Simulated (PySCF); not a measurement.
C₄H₇FO₂. Atoms are numbered in the order given.

```xyz
14

C      0.8539    -1.1063     1.6599
C      0.4086    -0.3872     0.4313
F      1.2203    -0.6193    -0.6471
C     -1.0408    -0.2592     0.0398
O     -1.3157    -0.2893    -1.3190
C     -0.2512     0.9668     0.4602
O      0.0221     1.8814    -0.5234
H      1.8609    -0.7752     1.9557
H      0.1664    -0.8984     2.4920
H      0.8734    -2.1945     1.4933
H     -1.8238    -0.6794     0.6831
H     -0.6571    -0.8598    -1.7379
H     -0.4430     1.4079     1.4456
H     -0.4342     1.5519    -1.3151
```

Geometry optimised at PBE0-D3(BJ)/def2-SVP. The structure was generated by enumeration; whether it is a known compound was not checked. Other conformers were not sampled.

Computed with PySCF with TDA-PBE0/def2-SVPD.

Vertical excitations. The molecule is in vacuum.

Computed lowest excited states:
```tsv
state	energy (eV)	λ (nm)	f	main pairs
S1	6.06	204	0.001	HOMO→LUMO 96 %
S2	6.87	180	0.005	HOMO−1→LUMO 92 %
S3	6.92	179	0.013	HOMO→LUMO+1 90 %
S4	7.41	167	0.013	HOMO→LUMO+2 92 %
S5	7.71	161	0.011	HOMO→LUMO+3 87 %
S6	7.75	160	0.011	HOMO−1→LUMO+1 86 %
T1	5.80	214	0	HOMO→LUMO 91 %
T2	6.55	189	0	HOMO−1→LUMO 90 %
```
Triplets are in the Tamm–Dancoff approximation.
